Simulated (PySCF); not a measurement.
C3H8OSi.

```xyz
13

O      0.0283     1.6645     0.0800
C     -0.2007     0.2710     0.0428
Si     1.3499    -0.7465    -0.2927
C     -1.2254    -0.1989     1.0420
C     -1.5724    -0.1855    -0.4214
H      0.1930     1.9590    -0.8264
H      1.0029    -2.1970    -0.3752
H      1.9474    -0.3146    -1.5931
H      2.3603    -0.5379     0.7831
H     -1.0784    -1.1576     1.5480
H     -1.6517     0.5910     1.6661
H     -1.6671    -1.1356    -0.9558
H     -2.2404     0.6076    -0.7691
```

The structure is a stationary point at B3LYP-D3(BJ)/def2-SVP. The structure was generated by enumeration, and PubChem lists no compound with its InChIKey, so it may never have been made. Other conformers were not sampled.

Level of theory: PBE0/pcSseg-1 (PySCF). Non-relativistic, no solvent.

Computed absolute GIAO shielding of each atom: isotropic value and principal components (ppm):
```json
[
 {"atom": "O1", "σ(iso)": "275.8", "σ11": "243.0", "σ22": "271.8", "σ33": "312.7", "span": "69.8"},
 {"atom": "C2", "σ(iso)": "141.9", "σ11": "96.2", "σ22": "108.7", "σ33": "220.6", "span": "124.4"},
 {"atom": "Si3", "σ(iso)": "411.7", "σ11": "376.4", "σ22": "392.1", "σ33": "466.6", "span": "90.2"},
 {"atom": "C4", "σ(iso)": "169.7", "σ11": "136.1", "σ22": "170.5", "σ33": "202.6", "span": "66.4"},
 {"atom": "C5", "σ(iso)": "168.8", "σ11": "131.2", "σ22": "170.5", "σ33": "204.6", "span": "73.4"},
 {"atom": "H6", "σ(iso)": "30.9", "σ11": "22.0", "σ22": "28.0", "σ33": "42.7", "span": "20.7"},
 {"atom": "H7", "σ(iso)": "27.8", "σ11": "24.1", "σ22": "26.0", "σ33": "33.3", "span": "9.1"},
 {"atom": "H8", "σ(iso)": "27.2", "σ11": "23.9", "σ22": "25.5", "σ33": "32.2", "span": "8.2"},
 {"atom": "H9", "σ(iso)": "27.0", "σ11": "23.6", "σ22": "25.2", "σ33": "32.3", "span": "8.7"},
 {"atom": "H10", "σ(iso)": "30.6", "σ11": "24.9", "σ22": "27.4", "σ33": "39.5", "span": "14.6"},
 {"atom": "H11", "σ(iso)": "30.2", "σ11": "25.2", "σ22": "27.1", "σ33": "38.4", "span": "13.2"},
 {"atom": "H12", "σ(iso)": "30.8", "σ11": "25.0", "σ22": "27.5", "σ33": "39.7", "span": "14.7"},
 {"atom": "H13", "σ(iso)": "30.7", "σ11": "25.6", "σ22": "27.7", "σ33": "38.8", "span": "13.2"}
]
```
